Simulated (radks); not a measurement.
Results of a calculation; reference values are marked as such.
Question: The caesium ion Cs13+ is in [Kr] 4d6. Code: a radial shooting solver on a logarithmic mesh with Libxc functionals. Model: scalar-relativistic Kohn-Sham, BLYP, spin-polarised, spherical densities, finite nucleus; Fermi nuclear charge, rms radius of each element as measured or else 0.836 A^(1/3) + 0.57 fm. Open shells are filled with parallel spins first. One electron is removed from 4d, 3d, 4s, 4p in turn, with full relaxation. Which removal costs least, and what does each cost?

Answer: 4d 317.57 eV; 4p 409.39 eV; 4s 471.85 eV; 3d 998.47 eV. The 4d electron leaves first.
